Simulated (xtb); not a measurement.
H3BN (SMILES B=[NH2+]), charge +1, singlet, geometry from GFN2-xTB; GFN2-xTB run with xtb 6.7.1.

Input for xtb:
```
$ xtb mol.xyz --gfn 2 --chrg 1 --uhf 0 --json

# file mol.xyz
5

B      0.72191147    -0.07271956     0.28604142
N     -0.47574358     0.04792259    -0.18850285
H      1.78645177    -0.17995280     0.70784191
H     -0.95409398     0.93158201    -0.39777808
H     -1.11171008    -0.72348951    -0.42075099
```

Output, abridged:

```
   ID    Z sym.   atoms
    1    5 B      1
    2    7 N      2
    3    1 H      3-5

           -------------------------------------------------
          |                Calculation Setup                |
           -------------------------------------------------

           -------------------------------------------------
          |                 G F N 2 - x T B                 |
           -------------------------------------------------

          ...................................................
          :                      SETUP                      :
          :.................................................:
          :  # basis functions                  11          :
          :  # atomic orbitals                  11          :
          :  # shells                            7          :
          :  # electrons                        10          :
          :  max. iterations                   250          :
          :  Hamiltonian                  GFN2-xTB          :
          :  restarted?                      false          :
          :  GBSA solvation                  false          :
          :  PC potential                    false          :
          :  electronic temp.          300.0000000     K    :
          :  accuracy                    1.0000000          :
          :  -> integral cutoff          0.2500000E+02      :
          :  -> integral neglect         0.1000000E-07      :
          :  -> SCF convergence          0.1000000E-05 Eh   :
          :  -> wf. convergence          0.1000000E-03 e    :
          :  Broyden damping             0.4000000          :
          :  net charge                          1          :
          :  unpaired electrons                  0          :
          ...................................................

 iter      E             dE          RMSdq      gap      omega  full diag
   1     -5.2018185 -0.520182E+01  0.136E+01    3.90       0.0  T
   2     -5.2248697 -0.230511E-01  0.738E+00    5.21       1.0  T
   3     -5.2192404  0.562922E-02  0.588E+00    4.18       1.0  T
   4     -5.2976103 -0.783699E-01  0.110E+00    5.08       1.0  T
   5     -5.2988803 -0.126994E-02  0.245E-01    5.24       1.0  T
   6     -5.2990944 -0.214173E-03  0.130E-01    5.16       1.0  T
   7     -5.2991294 -0.350053E-04  0.250E-02    5.18       1.8  T
   8     -5.2991297 -0.248495E-06  0.677E-03    5.18       6.6  T
   9     -5.2991299 -0.171592E-06  0.101E-03    5.18      44.1  T
[...]
         :: total energy              -5.206451859119 Eh    ::
[...]
         9                         -0.0537397              -1.4623
        10                         -0.0143034              -0.3892
        11                          0.6373095              17.3421
      -------------------------------------------------------------
                  HL-Gap            0.1902083 Eh            5.1758 eV
             Fermi-level           -0.6509185 Eh          -17.7124 eV

     #   Z          covCN         q      C6AA      α(0)
     1   5 B        1.785     0.385    33.061    12.115
     2   7 N        2.559    -0.163    24.557     7.360
     3   1 H        0.945     0.132     1.521     1.928
     4   1 H        0.859     0.323     0.647     1.260
     5   1 H        0.859     0.323     0.647     1.260

 Mol. C6AA /au·bohr⁶  :        180.262268
 Mol. C8AA /au·bohr⁸  :       4734.360485
 Mol. α(0) /au        :         23.923006

Wiberg/Mayer (AO) data.
largest (>0.10) Wiberg bond orders for each atom

 ---------------------------------------------------------------------------
     #   Z sym  total        # sym  WBO       # sym  WBO       # sym  WBO
 ---------------------------------------------------------------------------
     1   5 B    3.030 --     2 N    1.948     3 H    0.974
     2   7 N    3.611 --     1 B    1.948     4 H    0.830     5 H    0.830
     3   1 H    0.983 --     1 B    0.974
     4   1 H    0.895 --     2 N    0.830
     5   1 H    0.895 --     2 N    0.830
 ---------------------------------------------------------------------------

Topologies differ in total number of bonds
Writing topology from bond orders to xtbtopo.mol

molecular dipole:
                 x           y           z       tot (Debye)
 q only:       -0.147       0.015      -0.058
   full:       -0.285       0.029      -0.113       0.782
molecular quadrupole (traceless):
                xx          xy          yy          xz          yz          zz
 q only:        3.392      -0.461      -1.010       2.707      -0.239      -2.381
  q+dip:        4.885      -0.661      -1.413       3.918      -0.345      -3.472
   full:        2.904      -0.317       0.003       2.720      -0.219      -2.907

           -------------------------------------------------
          | TOTAL ENERGY               -5.206451859119 Eh   |
          | GRADIENT NORM               0.000039584625 Eh/α |
          | HOMO-LUMO GAP               5.175830297706 eV   |
           -------------------------------------------------

normal termination of xtb
```
